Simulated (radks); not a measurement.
Results of a calculation; reference values are marked as such.
How relativity changes the ionisation of the chlorine ion Cl+ ([Ne] 3s2 3p4) to Cl2+ ([Ne] 3s2 3p3). Spin-unpolarised spherical Kohn-Sham, PBE, point nucleus unless stated (finite: rms radius 3.3654 fm), a radial shooting solver on a logarithmic mesh with Libxc functionals. A level marked "c x" has the speed of light scaled by that factor and shares open shells by 2j + 1; other Dirac levels either fill j = l - 1/2 first or share by 2j + 1.

\begin{tabular}{lrrrrr}
level & E(Cl+) (hartree) & E(Cl2+) (hartree) & IE (eV) & HOMO & <r> HOMO (bohr) \\ \hline
non-rel. & -459.45213 & -458.51653 & 25.459 & 3p & 1.707 \\
scalar-rel. & -460.92342 & -459.98826 & 25.447 & 3p & 1.706 \\
scalar-rel., finite nucleus & -460.92290 & -459.98774 & 25.447 & 3p & 1.706 \\
Dirac, 2j+1 shares & -460.92489 & -459.98971 & 25.447 & 3p3/2 & 1.709 \\
Dirac, low j first & -460.92838 & -459.99569 & 25.380 & 3p3/2 & 1.709 \\
Dirac, 2j+1 shares, finite nucleus & -460.92437 & -459.98919 & 25.447 & 3p3/2 & 1.709 \\
Dirac, c x 0.85 & -461.49652 & -460.56152 & 25.443 & 3p3/2 & 1.709 \\
Dirac, c x 1.25 & -460.39212 & -459.45680 & 25.451 & 3p3/2 & 1.708 \\
Dirac, c x 100 & -459.45228 & -458.51668 & 25.459 & 3p3/2 & 1.707 \\
\end{tabular}

NIST Atomic Spectra Database: 23.814 eV (measured). The relativistic part of the total energy of Cl+ is -1.472 hartree (Dirac, 2j+1 shares, finite nucleus), 0.32 % of the non-relativistic value. Spin polarisation and multiplet splitting of open shells are left out at every level.

Beside tabulated values, note that spin-unpolarised runs miss the spin-polarisation part of the exchange energy of open shells.
